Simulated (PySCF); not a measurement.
Start geometry of `CO[C@@H]1CC[CH2][Ge@@]1([F])[C]#N` from GFN2-xTB (Å):
```
atom  x, y, z in Å
C1    -2.6047   -0.5251   -0.8670
O2    -1.2570   -0.8200   -1.1250
C3    -0.4088    0.2711   -0.9547
C4     0.9885   -0.0727   -1.4550
C5     1.7152   -0.9642   -0.4405
C6     1.8174   -0.2488    0.9059
Ge7    0.0020    0.5836    1.0552
F8    -0.9874   -0.4253    2.1438
C9    -0.1951    2.3242    1.9333
N10   -0.3152    3.3705    2.3795
H11   -2.7332   -0.1355    0.1529
H12   -3.1553   -1.4575   -0.9698
H13   -2.9904    0.2153   -1.5783
H14   -0.8085    1.1623   -1.4540
H15    1.5498    0.8541   -1.5979
H16    0.9073   -0.5871   -2.4133
H17    2.7049   -1.2258   -0.8181
H18    1.1385   -1.8837   -0.3245
H19    2.0312   -0.9385    1.7193
H20    2.5956    0.5137    0.8857
```

Problem. What comes out of this run: PySCF 2.14.0, PBE0-D3(BJ)/def2-SVP geometry optimisation, gas phase?

Solution. 
```
atom  x, y, z in Å
C1    -2.5622   -0.6199   -0.9099
O2    -1.1912   -0.8076   -1.1295
C3    -0.4078    0.3264   -0.8993
C4     1.0124    0.0413   -1.3800
C5     1.7188   -0.9218   -0.4145
C6     1.6698   -0.3646    1.0179
Ge7   -0.0578    0.5275    1.0475
F8    -1.2480   -0.2870    2.0305
C9    -0.0296    2.3305    1.7262
N10    0.0193    3.4371    2.0696
H11   -2.7790   -0.3769    0.1458
H12   -3.0679   -1.5611   -1.1634
H13   -2.9675    0.1851   -1.5526
H14   -0.8349    1.2243   -1.3831
H15    1.5657    0.9957   -1.4341
H16    0.9696   -0.3710   -2.4004
H17    2.7557   -1.1047   -0.7359
H18    1.1963   -1.8909   -0.4521
H19    1.7586   -1.1364    1.7948
H20    2.4586    0.3839    1.1939
```

The energy falls by 19.7 kJ/mol over 11 energy and gradient evaluations, the largest force component goes from 0.0462 to 2.7e-04 Eh/bohr, and the atoms move by 0.212 Å rms after alignment. The bond that changes most is C3–Ge7 (ends: sp3 carbon bound to oxygen; germanium bonded to 3 C and F), which shortens by 0.087 Å. Bonds longer at the end by more than 0.005 Å: 13 of 20; shorter: 4. Among the angles that change most is C3–Ge7–C9, from 123.2° to 116.2°. Among the dihedrals that turn most is H20–C6–Ge7–C9, from -28° to -12°. Rotational constants go from 1330, 862.0, 691.4 to 1336, 899.3, 730.0 MHz. The orientation of the end geometry is arbitrary; only internal coordinates are fixed.

The run used 208 basis functions and 81 SCF cycles in all. The run took 6.0 min on one thread of an Arm Neoverse V1, on a shared host.

No PBE0-D3(BJ)/def2-SVP frequencies stand behind this structure, so it isn't proved a minimum. One conformer, not necessarily the lowest.
